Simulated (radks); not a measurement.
Results of a calculation; reference values are marked as such.
Isoelectronic series with 15 electrons, each ion in its NIST ground configuration. Level of theory: scalar-relativistic Kohn-Sham, PBE, spin-polarised, spherical densities, point nucleus; open shells are filled with parallel spins first (spin-orbit coupling, left out, can overturn this in heavy ions) (a radial shooting solver on a logarithmic mesh with Libxc functionals). Total energies (hartree) and mean radii <r> (bohr) (* marks an orbital that is empty in some or all of the ions):

[
 {"ion": "P", "configuration": "[Ne] 3s2 3p3", "E (hartree)": "-341.97091", "3p down*": "2.469", "3p up": "2.327", "3s down": "1.904"},
 {"ion": "Ar3+", "configuration": "[Ne] 3s2 3p3", "E (hartree)": "-526.14375", "3p down*": "1.410", "3p up": "1.387", "3s down": "1.296"},
 {"ion": "Sc6+", "configuration": "[Ne] 3s2 3p3", "E (hartree)": "-752.27701", "3p down*": "1.027", "3p up": "1.017", "3s down": "0.9903"},
 {"ion": "Cr9+", "configuration": "[Ne] 3s2 3p3", "E (hartree)": "-1020.56246", "3p down*": "0.8140", "3p up": "0.8083", "3s down": "0.8040"},
 {"ion": "Co12+", "configuration": "[Ne] 3s2 3p3", "E (hartree)": "-1331.32284", "3p down*": "0.6760", "3p up": "0.6723", "3s down": "0.6773"},
 {"ion": "Zn15+", "configuration": "[Ne] 3s2 3p3", "E (hartree)": "-1684.96280", "3p down*": "0.5785", "3p up": "0.5760", "3s down": "0.5852"},
 {"ion": "As18+", "configuration": "[Ne] 3s2 3p3", "E (hartree)": "-2081.95842", "3p down*": "0.5058", "3p up": "0.5039", "3s down": "0.5150"},
 {"ion": "Kr21+", "configuration": "[Ne] 3s2 3p3", "E (hartree)": "-2522.85581", "3p down*": "0.4494", "3p up": "0.4479", "3s down": "0.4596"},
 {"ion": "Mo27+", "configuration": "[Ne] 3s2 3p3", "E (hartree)": "-3538.90347", "3p down*": "0.3671", "3p up": "0.3662", "3s down": "0.3776"},
 {"ion": "Rh30+", "configuration": "[Ne] 3s2 3p3", "E (hartree)": "-4115.52099", "3p down*": "0.3362", "3p up": "0.3354", "3s down": "0.3463"},
 {"ion": "Cd33+", "configuration": "[Ne] 3s2 3p3", "E (hartree)": "-4738.98551", "3p down*": "0.3100", "3p up": "0.3093", "3s down": "0.3195"},
 {"ion": "Sb36+", "configuration": "[Ne] 3s2 3p3", "E (hartree)": "-5410.25020", "3p down*": "0.2874", "3p up": "0.2869", "3s down": "0.2963"},
 {"ion": "Xe39+", "configuration": "[Ne] 3s2 3p3", "E (hartree)": "-6130.36987", "3p down*": "0.2678", "3p up": "0.2674", "3s down": "0.2760"},
 {"ion": "La42+", "configuration": "[Ne] 3s2 3p3", "E (hartree)": "-6900.5107", "3p down*": "0.2506", "3p up": "0.2502", "3s down": "0.2581"},
 {"ion": "Nd45+", "configuration": "[Ne] 3s2 3p3", "E (hartree)": "-7721.9620", "3p down*": "0.2354", "3p up": "0.2351", "3s down": "0.2421"},
 {"ion": "Eu48+", "configuration": "[Ne] 3s2 3p3", "E (hartree)": "-8596.1496", "3p down*": "0.2218", "3p up": "0.2215", "3s down": "0.2278"},
 {"ion": "Dy51+", "configuration": "[Ne] 3s2 3p3", "E (hartree)": "-9524.6524", "3p down*": "0.2096", "3p up": "0.2094", "3s down": "0.2149"},
 {"ion": "Tm54+", "configuration": "[Ne] 3s2 3p3", "E (hartree)": "-10509.2217", "3p down*": "0.1986", "3p up": "0.1984", "3s down": "0.2031"},
 {"ion": "Hf57+", "configuration": "[Ne] 3s2 3p3", "E (hartree)": "-11551.8043", "3p down*": "0.1886", "3p up": "0.1884", "3s down": "0.1924"},
 {"ion": "Re60+", "configuration": "[Ne] 3s2 3p3", "E (hartree)": "-12654.5704", "3p down*": "0.1795", "3p up": "0.1793", "3s down": "0.1825"},
 {"ion": "Pt63+", "configuration": "[Ne] 3s2 3p3", "E (hartree)": "-13819.9483", "3p down*": "0.1711", "3p up": "0.1710", "3s down": "0.1734"}
]
